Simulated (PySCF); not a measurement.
Method: TPSSh-D3(BJ)/def2-TZVP // B3LYP-D3(BJ)/def2-TZVP (PySCF). Isolated molecules, 0 K electronic values unless said otherwise. One relaxed conformer stands for a flexible species; it need not be the lowest. Excitations are Tamm–Dancoff values on a coarser integration grid. The basis has no diffuse functions, so Rydberg states are missing or too high.

Reference species (SMILES): `S=c1ccc1=S` (neutral, multiplicity 1).

T1 excitation (TDA): 1.67 eV
S1 oscillator strength: 0.000
S1 excitation (TDA): 2.05 eV
HOMO–LUMO gap: 2.57 eV

After one change: the T1 excitation (TDA) rises by 0.25 eV; the S1 oscillator strength hardly moves; the S1 excitation (TDA) rises by 0.20 eV; the HOMO–LUMO gap rises by 0.26 eV.

Task: Name the change that produced these shifts. The new species is one of these.
A) `S=c1c2c1SC2`
B) `S=C=C=CC=S` (C–C–C–S torsion 180°)
C) `C#CC(S)=C=S` (C–C–S–H torsion 101°)
D) `C1=Cc2ssc21`

Result: C, `C#CC(S)=C=S` (C–C–S–H torsion 101°)
